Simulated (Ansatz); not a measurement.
Reaction (ligand exchange at a B–S bond): `CSB(C)C` + HCl → `CB(C)Cl` + CH₃SH

Program: Ansatz. Geometries: PBE0-D4/def2-TZVP. ΔE: electronic, gas phase. CCSD(T)/CBS is the MP2 limit (def2-TZVPP, def2-QZVPP) plus CCSD(T) − MP2 in def2-TZVPP, frozen cores. This one scheme is used for every species. Functionals use def2-TZVPP. B3LYP here is the variant with VWN-RPA as its local correlation; programs differ in this. HSE06 is defined as in plane-wave codes. One conformer a species, not always the lowest.

Task: Is it downhill or uphill in electronic energy at CCSD(T)/CBS, and by how much? (Best estimate.)

Result: Computed: Downhill: ΔE = -6.0 kJ/mol.

Task: What do these levels give: PBE-D4, r2SCAN-D4, HSE06-D4, BHLYP-D4, BLYP, B3LYP, HSE06, BHLYP, CAM-B3LYP, CCSD/def2-TZVPP, HF/CBS(def2), MP2/CBS(def2)? (Estimate.)

Result: Ansatz gave: PBE-D4 -2.9, r2SCAN-D4 -6.7, HSE06-D4 -5.7, BHLYP-D4 -11.6, BLYP -15.5, B3LYP -15.7, HSE06 -10.0, BHLYP -17.9, CAM-B3LYP -15.2, CCSD/def2-TZVPP -9.3, HF/CBS(def2) -27.1, MP2/CBS(def2) -4.7 kJ/mol.

Largest T1 diagnostic among the species: 0.012.

In def2-TZVPP, CCSD(T) changes the Hartree–Fock value by +21.0 kJ/mol (the triples alone add +3.5 kJ/mol) and MP2 by +22.3 kJ/mol. The D4 term adds +7.8 kJ/mol with B3LYP and +4.5 kJ/mol with PBE0; it sums over pairs of atoms, weighted by their polarisabilities, and B3LYP, whose exchange is more repulsive, gets the larger term.
